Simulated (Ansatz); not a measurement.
Program: Ansatz. Geometries: PBE0-D4/def2-TZVP. ΔE: electronic, gas phase. CCSD(T)/CBS is the MP2 limit (def2-TZVPP, def2-QZVPP) plus CCSD(T) − MP2 in def2-TZVPP, frozen cores. This one scheme is used for every species. def2 core potentials past Kr. For Ge, I outer-core shells are correlated without core-valence functions, which leaves a few kJ/mol of doubt a bond. Scalar relativity is left out up to krypton.

Reaction (ligand exchange at a Ge–I bond): `[F][Ge]([Cl])([Cl])[I]` + H–F → `[F][Ge]([F])([Cl])[Cl]` + HI

```json
{"species": "`[F][Ge]([Cl])([Cl])[I]`", "MP2/CBS(def2) energy (Eh)": "-3393.02338"}
{"species": "H–F", "MP2/CBS(def2) energy (Eh)": "-100.38702"}
{"species": "`[F][Ge]([F])([Cl])[Cl]`", "MP2/CBS(def2) energy (Eh)": "-3195.34759"}
{"species": "HI", "MP2/CBS(def2) energy (Eh)": "-298.04838"}
```

Task: Work out ΔE.

Result: ΔE = (-3195.34759) + (-298.04838) − (-3393.02338) − (-100.38702) = 0.01443 Eh = +37.9 kJ/mol. CCSD(T)/CBS gives +25.6 kJ/mol.

Largest T1 diagnostic among the species: 0.011.

At CCSD(T), def2-SVP lies −29.6 kJ/mol from the extrapolated value and def2-TZVPP −13.5 kJ/mol. From r2SCAN to r2SCAN0 (25 % exact exchange), in def2-TZVPP and without D4, ΔE moves by +3.4 kJ/mol.
